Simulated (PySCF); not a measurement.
Unknown compound

The spectra below were simulated for a compound CH9OPSi2.

1H NMR (500 MHz, computed): δ 3.47 (m, 3H), 1.06 (m, 2H), 1.01 (br s, 1H), 0.45 (m, 3H).

13C{1H} NMR (computed): δ 8.6 (CH3).

[PySCF 2.14.0 with density-fitted response routines: GFN2-xTB geometry; shieldings: GIAO PBE0/pcSseg-1; non-relativistic; fast rotation and ring inversion assumed for equivalent nuclei; no solvent; one conformer]

Shifts are taken against calculated references (same method and geometry level): 1H (31.72 ppm), 13C (186.93 ppm) against TMS.

Task: Which of these isomers gave the spectra?
A. C[Si@](O)([SiH3])P
B. CO[Si@@H]([SiH3])P
C. C[Si@H](P)O[SiH3]

Result: A. 

1. Carbon types of the structure: 1 × CH3, leaving 6 H on heteroatoms.
2. δC 8.6: methyl carbon bonded to Si; an electropositive neighbour leaves it electron-rich and shielded.
3. δH 3.47: hydrogen on a silicon bonded to Si.
4. δH 1.06: hydrogen on a phosphorus bonded to Si.
5. δH 1.01: hydrogen on an oxygen bonded to Si; exchangeable, gas-phase position.
6. δH 0.45: hydrogen on a methyl carbon bonded to Si; an electropositive neighbour shields it, as in TMS itself.

The others: C[Si@H](P)O[SiH3] would give 4 signals for carbon-bound and other non-exchanging H, not 3; CO[Si@@H]([SiH3])P would give 4 signals for carbon-bound and other non-exchanging H, not 3.

Exchangeable OH/NH protons stand at their gas-phase positions; hydrogen bonding in a real sample shifts them, mostly to higher δ. Splittings by 31P in the carbon and heteronuclear signals aren't shown, as no couplings were computed. Shifts are as computed. Against solution values, carbons near 30 ppm lie about +3 ppm off and those near 130 ppm about +5 ppm (rms about the fit 2.1 ppm; single classes can miss by 10 ppm). Of 1328 compounds with measured shifts, 309 miss one by over three times the rms of a fit or turn the order of signals round; such compounds aren't used in these exercises. Signals without a measured value on file couldn't be tested in this way; 1H shifts scatter by 0.2 ppm about their fit, and single ones miss by 0.5 ppm. Multiplicities follow the n + 1 count of equivalent neighbours, as no J values were calculated; m marks all less simple cases, F and P coupling included.
